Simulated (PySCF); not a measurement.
AlI2, charge +1, singlet, at a GFN2-xTB geometry (such geometries of metal compounds can be far from the true shape) (core potentials on I), with bond 3-1 at 1.3 times its length; HF/def2-SVP in PySCF.

PySCF was given this input:
```python
from pyscf import gto, scf

mol = gto.Mole()
mol.atom = '''
    Al    0.00000000    0.00000000    0.00000000
    I    -0.00000000   -0.00000000   -2.47377043
    I     0.00000000    0.00000000    3.21590156
'''
mol.basis = 'def2-svp'
mol.ecp = {'I': 'def2-svp'}
mol.charge = 1
mol.verbose = 4
mol.build()

mf = scf.RHF(mol)
mf.diis_space = 2
mf.kernel()
mf.analyze()
```

It wrote (shortened):

```
PySCF version 2.14.0

[INPUT] verbose = 4
[INPUT] num. atoms = 3
[INPUT] num. electrons = 62
[INPUT] charge = 1
[INPUT] spin (= nelec alpha-beta = 2S) = 0
[INPUT] symmetry False subgroup None
[INPUT] Mole.unit = angstrom
[INPUT] Symbol           X                Y                Z      unit          X                Y                Z       unit  Magmom
[...]
nuclear repulsion = 181.130409645124
number of shells = 28
number of NR pGTOs = 158
number of NR cGTOs = 70
basis = def2-svp
ecp = {'I': 'def2-svp'}

******** <class 'pyscf.scf.hf.RHF'> ********
method = RHF
initial guess = minao
damping factor = 0
level_shift factor = 0
DIIS = <class 'pyscf.scf.diis.CDIIS'>
diis_start_cycle = 1
diis_space = 2
diis_damp = 0
SCF conv_tol = 1e-09
SCF conv_tol_grad = None
SCF max_cycles = 50
direct_scf = True
direct_scf_tol = 1e-13
Set gradient conv threshold to 3.16228e-05
Initial guess from minao.
init E= -770.89620089467
[...]
cycle= 1 E= -832.863523012727  delta_E=  -62  |g|= 3.02  |ddm|= 10.6
[...]
cycle= 2 E= -830.615245909048  delta_E= 2.25  |g|=  2.6  |ddm|= 7.62
[...]
cycle= 3 E= -834.421893214416  delta_E= -3.81  |g|= 0.939  |ddm|= 4.85
[...]
cycle= 4 E= -834.871532987212  delta_E= -0.45  |g|= 0.209  |ddm|= 1.84
[...]
cycle= 5 E= -834.898418983855  delta_E= -0.0269  |g|= 0.122  |ddm|= 0.605
[...]
cycle= 6 E= -834.905116257866  delta_E= -0.0067  |g|= 0.0381  |ddm|= 0.245
[...]
cycle= 7 E= -834.906824402514  delta_E= -0.00171  |g|= 0.0199  |ddm|=  0.1
[...]
cycle= 8 E= -834.90737702888  delta_E= -0.000553  |g|= 0.0101  |ddm|= 0.0633
[...]
cycle= 9 E= -834.907562986435  delta_E= -0.000186  |g|= 0.00628  |ddm|= 0.0417
[...]
cycle= 10 E= -834.907593108089  delta_E= -3.01e-05  |g|= 0.00312  |ddm|= 0.0149
[...]
cycle= 11 E= -834.907606375748  delta_E= -1.33e-05  |g|= 0.00193  |ddm|= 0.00922
[...]
cycle= 12 E= -834.907611006141  delta_E= -4.63e-06  |g|= 0.00101  |ddm|= 0.00575
[...]
cycle= 13 E= -834.907612791655  delta_E= -1.79e-06  |g|= 0.000628  |ddm|= 0.00402
[...]
cycle= 14 E= -834.907613151758  delta_E= -3.6e-07  |g|= 0.000317  |ddm|= 0.00172
[...]
cycle= 15 E= -834.907613278035  delta_E= -1.26e-07  |g|= 0.000199  |ddm|= 0.000903
[...]
cycle= 16 E= -834.907613322532  delta_E= -4.45e-08  |g|= 0.000105  |ddm|= 0.00055
[...]
cycle= 17 E= -834.907613341837  delta_E= -1.93e-08  |g|= 6.46e-05  |ddm|= 0.000414
[...]
cycle= 18 E= -834.90761334617  delta_E= -4.33e-09  |g|= 3.27e-05  |ddm|= 0.000202
[...]
cycle= 19 E= -834.907613347352  delta_E= -1.18e-09  |g|= 2.04e-05  |ddm|= 8.64e-05
[...]
cycle= 20 E= -834.907613347788  delta_E= -4.36e-10  |g|= 1.08e-05  |ddm|= 5.33e-05
[...]
Extra cycle  E= -834.907613347969  delta_E= -1.8e-10  |g|= 6.56e-06  |ddm|= 3.47e-05
converged SCF energy = -834.907613347969
**** SCF Summaries ****
Total Energy =                        -834.907613347968663
Nuclear Repulsion Energy =             181.130409645123507
One-electron Energy =                -1720.586265028522121
Two-electron Energy =                  704.548242035430007
Two-electron Coulomb Energy =          764.766820389010036
DFT Exchange-Correlation Energy =      -60.218578353580028
HOMO-LUMO gap [eV] =                     7.673802775611934
**** MO energy ****
[...]
WARN: System has nonzero charge 1; the dipole moment is origin-dependent.
Location of origin: [0. 0. 0.]

Dipole moment(X, Y, Z, Debye): -0.00000,  0.00000,  0.30163
```
